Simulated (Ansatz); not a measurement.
One change: `[Br][Al]([Br])[Br]` becomes `[Br][In]([Br])[Br]`.

Ansatz, PBE0-D4/def2-TZVP geometries, multiplicity 1. 

Elements past krypton have def2 core potentials. Scalar relativity is left out up to krypton.

```tsv
property	`[Br][Al]([Br])[Br]`
size of the dipole moment (ωB97M-V/def2-TZVPP) / D	0.00
HOMO–LUMO gap (B3LYP/def2-TZVPP) / eV	6.56
HOMO energy (B3LYP/def2-TZVPP) / eV	-8.35
HOMO–LUMO gap (PBE/def2-TZVPP) / eV	4.99
LUMO energy (ωB97M-V/def2-TZVPP) / eV	0.19
zero-point energy (PBE0-D4/def2-TZVP) / kJ/mol	9.6
```

(1) What does the change do to each property? (Estimate.)

## Answers

(1) The calculation gave: 
```tsv
property	`[Br][In]([Br])[Br]`	shift
size of the dipole moment (ωB97M-V/def2-TZVPP) / D	0.00	0.00
HOMO–LUMO gap (B3LYP/def2-TZVPP) / eV	5.20	-1.36
HOMO energy (B3LYP/def2-TZVPP) / eV	-8.46	-0.11
HOMO–LUMO gap (PBE/def2-TZVPP) / eV	3.66	-1.33
LUMO energy (ωB97M-V/def2-TZVPP) / eV	-1.09	-1.28
zero-point energy (PBE0-D4/def2-TZVP) / kJ/mol	5.9	-3.7
```

With PBE0 the HOMO falls by 0.11 eV and the LUMO falls by 1.42 eV, so the gap narrows by about 1.31 eV. PBE moves the HOMO by -0.09 eV and ωB97M-V by -0.14 eV.

B3LYP here is the variant with VWN-RPA as its local correlation; programs differ in this.

Spin–orbit coupling is left out; it splits and shifts lone-pair levels of the heavy atoms by tenths of an eV.
